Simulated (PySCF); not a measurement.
C5H8S. Atoms are numbered in the order given.

```xyz
14

C     -1.3630     2.1898     0.0367
C     -1.0663     1.0391    -0.2212
C     -0.7006    -0.3475    -0.4749
C     -1.3095    -1.3128     0.5457
S      1.1339    -0.5332    -0.6368
C      1.6822     0.0888     0.9725
H     -1.6309     3.2090     0.2440
H     -1.0453    -0.6238    -1.4880
H     -2.4080    -1.2306     0.5402
H     -1.0234    -2.3461     0.3021
H     -0.9617    -1.0796     1.5630
H      1.3044     1.1086     1.1457
H      2.7803     0.1205     0.9280
H      1.3846    -0.5713     1.8016
```
Charge 0, spin multiplicity 1.

Geometry optimised at r2SCAN-D4/def2-SVP. The structure was generated by enumeration; whether it is a known compound was not checked. The values are those of a single conformer.

Calculation: PBE/def2-TZVP in PySCF.

Atomic charges (e):

```csv
atom,Mulliken,IAO
C1,-0.18,-0.25
C2,-0.05,-0.03
C3,-0.02,-0.19
C4,-0.35,-0.42
S5,-0.10,0.10
C6,-0.37,-0.52
H7,0.16,0.20
H8,0.12,0.18
H9,0.12,0.15
H10,0.13,0.15
H11,0.12,0.15
H12,0.15,0.16
H13,0.14,0.17
H14,0.13,0.15
```

Computed Mayer and Wiberg (Löwdin basis) orders of the bonds:
| bond | Mayer | Wiberg |
|---|---|---|
| C1–C2 | 2.66 | 2.92 |
| C2–C3 | 1.19 | 1.29 |
| C3–C4 | 0.99 | 1.25 |
| C3–S5 | 1.01 | 1.31 |
| S5–C6 | 1.10 | 1.49 |
| C1–H7 | 1.01 | 0.92 |
| C3–H8 | 0.92 | 0.79 |
| C4–H9 | 0.95 | 0.89 |
| C4–H10 | 0.96 | 0.90 |
| C4–H11 | 0.96 | 0.90 |
| C6–H12 | 0.95 | 0.93 |
| C6–H13 | 0.95 | 0.93 |
| C6–H14 | 0.95 | 0.94 |
